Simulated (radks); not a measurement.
Ti XVII, configuration [He] 2s2 2p2 (the NIST ground configuration). Method: scalar-relativistic Kohn-Sham, r2SCAN, spin-polarised, spherical densities, finite nucleus; open shells are filled with parallel spins first; meta-GGA in the generalised Kohn-Sham scheme; Fermi nuclear charge, rms radius 3.5921 fm; computed with a radial shooting solver on a logarithmic mesh with Libxc functionals.

Normalised radial functions P(r) = r R(r), r in bohr:

```
   r/bohr * 2s up (the largest magnitude, 1.89, reaches the edge; | marks zero)
 0.002775                             |  *
 0.003701                             |  *
 0.004976                             |   *
 0.006637                             |     *
 0.008852                             |      *
   0.0119                             |        *
  0.01587                             |          *
  0.02117                             |           *
  0.02824                             |             *
  0.03796                             |             *
  0.05063                             |           *
  0.06753                             |       *
   0.0908                             |*
   0.1211                    *        |
   0.1615          *                  |
   0.2154   *                         |
   0.2896  *                          |
   0.3863        *                    |
   0.5152                  *          |
   0.6927                         *   |
   0.9239                            *|
```

2s up: eigenvalue -1162.0 eV, 1 radial node at r = 0.0932 bohr, <r> = 0.298 bohr, 90 % of the charge inside 0.457 bohr.
